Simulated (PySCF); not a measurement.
Dipole response of Tc (technetium, neutral)

[Kr] 4d5 5s2, high-spin 6S determinant. All numbers are calculated (PySCF 2.14, a scalar-relativistic core potential, in aug-cc-pVTZ-PP with one added diffuse shell each of s, p, d, f, g type with ECP28MDF (7s7p6d4f3g, 113 functions)). Coupled (time-dependent) response in atomic units; α is the mean over directions.

```json
{"method": "LC-wPBE", "mean α (bohr³)": "102.0", "C₆ (like pair)": "1202", "S(−4)": "7493"}
```

S(−4) is the Cauchy moment in α(ω) = α(0) + S(−4) ω² + …

Reference α: 79 ± 10 bohr³ (recommended; Schwerdtfeger and Nagle, table of static dipole polarizabilities (2023 update)). Published C₆: 939.0 (Gould and Bucko (2016)).

α(iu) at LC-wPBE:

```tsv
u (hartree)	α(iu) (bohr³)
0	102.0
0.0500	87.93
0.100	66.67
0.200	38.52
0.300	24.85
0.500	13.54
0.750	8.263
1.00	5.776
1.50	3.395
2.00	2.258
3.00	1.200
5.00	0.4942
```

Energies and moments cover only the electrons outside the core potential.
